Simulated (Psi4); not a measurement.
A dimer, CH2O2 ··· H2Se (SMILES O=CO and [SeH2]); the first 5 atoms form monomer A.

```
8

O      0.7465    -0.5397     0.3172
C     -0.3615    -0.0006    -0.2191
O     -0.6832     1.1485    -0.1276
H      1.2243     0.1674     0.7822
H     -0.9261    -0.7755    -0.7528
Se    -3.1854     1.3773    -1.2752
H     -2.9468     2.6589    -0.5951
H     -4.5285     1.8092    -1.6894
```

Question: What interaction energy does SAPT0/jun-cc-pVDZ, frozen core in Psi4 give, and which attractive term is the largest?

Answer: Total -0.46 kcal/mol: electrostatics -8.22, exchange 12.66, induction -1.99, dispersion -2.91. The most attractive term is electrostatics.
